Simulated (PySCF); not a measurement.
Input of a run (PBE0-D3(BJ)/def2-SVP geometry optimisation, gas phase (PySCF 2.14.0)), started from GFN2-xTB:
```
{"job": {"xc": "PBE0", "basis": "def2-SVP", "d3": "d3bj", "grid": 1, "shake": 0.01, "kind": "geom"}, "charge": 0, "multiplicity": 1}
F     -2.866540    -0.208190    -0.447190
C     -1.830810    -0.181710     0.371870
F     -1.877130    -1.331060     1.039540
F     -1.996460     0.805630     1.252790
C     -0.533410    -0.002350    -0.424430
O      0.527010     0.005880     0.460220
Si     2.133610     0.156170     0.135990
H     -0.593010     0.959210    -0.964820
H     -0.469280    -0.814600    -1.116930
H      2.617370     0.059660     1.504060
H      2.364820     1.436780    -0.519920
H      2.563510    -0.913680    -0.756070
```

Output (energies in Eh, forces in Eh/bohr):
```
step   0  E = -742.48239927  max force = 0.023975
step   1  E = -742.48860465  max force = 0.007719
step   2  E = -742.48899264  max force = 0.003056
step   3  E = -742.48905123  max force = 0.000956
step   4  E = -742.48906385  max force = 0.000566
step   5  E = -742.48907022  max force = 0.000367
optimisation converged
```

Q: Summarise the run.

A: The energy falls by 4.2 kcal/mol over 6 energy and gradient evaluations, the largest force component goes from 0.0240 to 3.7e-04 Eh/bohr, and the atoms move by 0.097 Å rms after alignment. Among the bonds, Si7–H11 and Si7–H12 change most and about equally (+0.038 to +0.039 Å). Bonds longer at the end by more than 0.005 Å: 7 of 11; shorter: 1. Among the angles that change most is O6–Si7–H10, from 97.7° to 106.1°. The energy never rose by more than 1e-6 Eh on the way. The first step brought 93 % of the lowering.

Q: What are the final bond lengths?

A: F1–C2 1.337 Å, C2–F3 1.331 Å, C2–F4 1.331 Å, C2–C5 1.513 Å, C5–O6 1.386 Å, O6–Si7 1.671 Å, C5–H8 1.106 Å, C5–H9 1.106 Å, Si7–H10 1.485 Å, Si7–H11 1.496 Å, Si7–H12 1.496 Å. Numbering counts from 1 in the input's order; the species is `C(O[SiH3])C(F)(F)F`.

The run used 127 basis functions and 39 SCF cycles in all.

Stationary, but not proved a minimum. One conformer, not necessarily the lowest.

The values belong to the conformer `[F:1][C:2]([F:3])([F:4])[CH2:5][O:6][SiH3:7]`: F1–C2–C5–O6 180°, C2–C5–O6–Si7 175°.
